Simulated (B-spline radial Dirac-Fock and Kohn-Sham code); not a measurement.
Satellites and hypersatellites of the K lines of Se³⁺

System: the Se³⁺ ion, configuration 1s2 2s2 2p6 3s2 3p6 3d10 4s2 4p1.

Method: ΔSCF Dirac-Fock with Breit, self-energy and vacuum polarisation, finite nucleus, configuration average. Computed with a radial finite-basis atomic code. Each two-hole energy is an average over J within one jj subconfiguration, not an observable level; in light atoms, where LS coupling holds, the j-resolved values are not observed lines, and for a K spectator the Kα1 hypersatellite is nearly forbidden. The model has no electron correlation.

Lines without a spectator: Kα2 (K-L2) 11181.2 eV, Kα1 (K-L3) 11222.2 eV, Kβ3 (K-M2) 12488.0 eV, Kβ1 (K-M3) 12493.9 eV. Shifts in eV with one spectator hole (a dash: not computed, or left out as unreliable):

```tsv
spectator hole	Kα2	Kα1	Kβ3	Kβ1
K (1s)	+366.5	+371.6	+460.5	+461.4
L2 (2p1/2)	+36.4	+44.8	–	+98.0
L3 (2p3/2)	+39.7	+38.5	+92.6	–
M2 (3p1/2)	–	+3.72	+8.33	+10.69
M3 (3p3/2)	+3.19	–	+9.78	+9.25
M4 (3d3/2)	-0.06	-1.35	–	–
M5 (3d5/2)	-1.49	-0.64	–	–
```
